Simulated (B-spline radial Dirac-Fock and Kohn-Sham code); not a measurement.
These are calculated numbers from a B-spline atomic structure program; the model is relativistic Hartree-Fock (Dirac-Fock) wave functions, averaged over the configuration.

Q: This computed X-ray form factor belongs to an atom or ion in its tabulated ground configuration. Which?

```tsv
sin θ/λ (Å⁻¹)	f₀
0.12	29.114
0.15	28.643
0.18	28.093
0.22	27.259
0.32	24.845
1.04	10.228
1.27	8.056
3.37	2.807
4.99	1.493
```

A: Sr⁸⁺, with 30 electrons in [Ar] 3d10 4s2. f₀ tends to the number of electrons as s goes to zero, which the first rows give only roughly, and the rate of fall reflects the nuclear charge, 38.
